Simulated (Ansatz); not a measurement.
Input for Ansatz (development build ahead of 0.2.0):

```yaml
crystal:
  periodic: [false, false, false]
  atoms:
    - { symbol: Pt, position_ang: [0.0, 0.0, 0.0] }
basis:
  gaussian: { orbitals: def2-TZVPP }
magnetization:
  initial_magnetization: 2
hamiltonian:
  xc: pbe0
```

The input is written out in the form of the current development build from the run's settings. The basis set brings a core potential for Pt, so the total leaves out those core electrons.

Output:

| Property | Result |
| --- | --- |
| Converged | yes |
| Total energy | -119.25522 hartree |
| Spin squared of the determinant | 2.000 |
